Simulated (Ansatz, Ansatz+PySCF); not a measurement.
```xyz
5

C     0.1862    0.4548    0.3285
C    -0.1076   -0.6093   -0.4295
H    -0.9902   -1.0255   -0.8887
H     1.1860    0.6325    0.7142
H    -0.5988    1.1694    0.6153
```

Basis set: def2-SVP (spherical functions). Correlated methods keep 2 orbitals frozen. Charge 0, multiplicity 2.

Computed with Ansatz (development build ahead of 0.2.0); each method stands on the lowest determinant of its kind that the runs found.

The atomization energy at this shape (free ground-state atoms in the same class of orbitals less the molecule, no zero-point energy) of doublet C₂H₃:

| method | atomization energy |
| --- | --- |
| UHF-MP2 | 422.03 kcal/mol |

Problem. What does UHF give?

Solution. 343.05 kcal/mol. Caution: the unrestricted determinant is spin contaminated.
